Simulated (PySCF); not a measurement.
Cl2H2Si.

```xyz
5

Si     0.0000     0.0000     0.7664
Cl     1.6824     0.0000    -0.4085
Cl    -1.6824     0.0000    -0.4085
H      0.0000    -1.2244     1.5799
H      0.0000     1.2244     1.5799
```
Charge 0, spin multiplicity 1.

The structure is a stationary point at B3LYP-D3(BJ)/def2-TZVP. The isomer is the one that the SMILES or the coordinates give; other isomers of the formula were not compared.

Method: PBE0/pcSseg-2 (PySCF). Non-relativistic, no solvent.

Computed absolute GIAO shielding of each atom: isotropic value and principal components (ppm):
```
atom  σ(iso)    σ11    σ22     σ33   span
----  ------  -----  -----  ------  -----
Si1    342.4  298.3  360.6   368.2   69.8
Cl2    896.2  753.3  919.1  1016.2  262.9
Cl3    896.2  753.3  919.1  1016.2  262.9
H4      25.6   21.2   24.3    31.3   10.1
H5      25.6   21.2   24.3    31.3   10.1
```
